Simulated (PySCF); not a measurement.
## SrB⁺: frontier orbitals

PBE0 at R = 2.629 Å; Sr def2-SVPD with ECP28, B def2-SVPD; scalar-relativistic core potentials (PySCF 2.14). State: ³Π (triplet), unpaired electrons σ ↑, π ↑. Only the outer orbitals are listed, counted within each symmetry, core potentials removing the inner ones.

```
spin  orbital  occ.  ε (eV)  on Sr (%)            main shells (%)
   α       2σ     1  -50.24         99                    99 Sr s
   α       1π     1  -30.76        100                   100 Sr p
   α       1π     1  -30.70        100                   100 Sr p
   α       3σ     1  -30.55         99                    99 Sr p
   α       4σ     1  -14.97         13                     87 B s
   α       5σ     1   -9.48         37   58 B p, 26 Sr s, 10 Sr d
   α       2π     1   -9.10         24            75 B p, 21 Sr d
   α       2π     0   -6.84         40            59 B p, 35 Sr d
   α       6σ     0   -6.71         90  62 Sr s, 18 Sr d, 10 Sr p
   α       1δ     0   -5.35        100                   100 Sr d
   β       2σ     1  -50.11         99                    99 Sr s
   β       1π     1  -30.68        100                   100 Sr p
   β       1π     1  -30.52        100                   100 Sr p
   β       3σ     1  -30.29         99                    99 Sr p
   β       4σ     1  -13.09         15                     81 B s
   β       5σ     0   -6.63         94                    86 Sr s
   β       2π     0   -6.33         46            53 B p, 41 Sr d
   β       2π     0   -5.71         63            59 Sr d, 37 B p
```

Task: Which are the highest filled and the lowest empty level, where do they sit, and how wide is the gap?

Result: Highest filled α 2π at -9.10 eV (in %: 75 B p, 21 Sr d); lowest empty α 2π at -6.84 eV (in %: 59 B p, 35 Sr d); the gap at PBE0 is 2.26 eV. Both belong to one degenerate shell, split only by its one-sided filling, so this is no excitation gap.

The bond order (Mayer) is 1.17. The ⟨S²⟩ is 2.005. The charge on Sr (Mulliken, basis-dependent) is 1.15, the charge on Sr (Löwdin, basis-dependent) is 1.13 and the dipole moment (positive dipole points towards B; it is taken about the centre of mass and depends on that origin) is -4.95 D. The polarisability along the bond is 123.9 bohr³ and the polarisability across the bond is 44.7 bohr³.

Spin–orbit coupling is left out. The state is the lowest determinant that a PBE0 search found; another state may lie lower at other levels.
